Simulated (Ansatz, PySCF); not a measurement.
Gas-phase reaction in SMILES: F (HF) -> F atom + H atom (the F-H bond at the site shown breaks; other sites are not compared here)
Each molecule is optimised on its own at B3LYP-D3(BJ)/def2-TZVP (Ansatz, a program for electronic structure).

Property: bond dissociation energy (enthalpy at 298 K, with B3LYP-D3(BJ) rigid-rotor harmonic-oscillator terms from PySCF), in kcal/mol. Cores are frozen in the correlated levels unless marked. Open shells are spin-unrestricted. No spin-orbit coupling. Non-relativistic. FCI takes restricted orbitals. CBS marks a two-point X^-3 extrapolation of the correlation energy; Hartree-Fock from the larger set (for Q and 5 zeta extrapolated as (X+1)exp(-9√X)).

From measured enthalpies of formation at 298 K: 136.3 kcal/mol (F (HF) -65.2, ATcT 1.112; F atom 19.0, ATcT 1.112; H atom 52.1, ATcT 1.112). It holds spin-orbit effects, which the calculations lack, and core correlation, which the frozen-core levels lack.

```csv
level,program,bond dissociation energy (kcal/mol),error against measurement
HF/aug-cc-pVTZ,Ansatz,91.7,-44.6
"HF/CBS(cc-pVQZ,cc-pV5Z)",Ansatz,91.7,-44.6
HF-D3(BJ)/def2-TZVPD,PySCF + dftd3,91.7,-44.6
TPSS-D4/def2-TZVPD,PySCF + dftd4,133.5,-2.8
B97M-V/def2-TZVPD,Ansatz,131.9,-4.4
B3LYP-D4/def2-TZVPD,Ansatz + dftd4,133.5,-2.8
PBE0/STO-3G,Ansatz,107.7,-28.6
PBE0-D3(BJ)/def2-TZVPD,Ansatz + dftd3,131.1,-5.2
r2SCAN0-D4/def2-TZVPD,Ansatz + dftd4,128.5,-7.8
M06-2X/def2-TZVPD,PySCF,133.8,-2.5
HSE06/def2-TZVPD,Ansatz,131.3,-5.0
B2PLYP-D3(BJ)/def2-TZVPD,Ansatz + dftd3,133.0,-3.3
SCS-MP2/cc-pVQZ,Ansatz,137.2,0.9
SCS-MP2/cc-pV5Z,Ansatz,138.5,2.2
CCSD/6-31G,Ansatz,101.7,-34.6
CCSD/def2-SVPD,Ansatz,130.0,-6.3
CCSD/def2-TZVPPD,Ansatz,131.9,-4.4
"CCSD/CBS(def2-TZVPPD,def2-QZVPPD)",Ansatz,134.7,-1.6
CCSD(T)/aug-cc-pVDZ,Ansatz,129.5,-6.8
FCI/STO-3G,Ansatz,86.0,-50.3
"CCSD(T)/CBS(cc-pVQZ,cc-pV5Z)",Ansatz,136.7,0.4
```
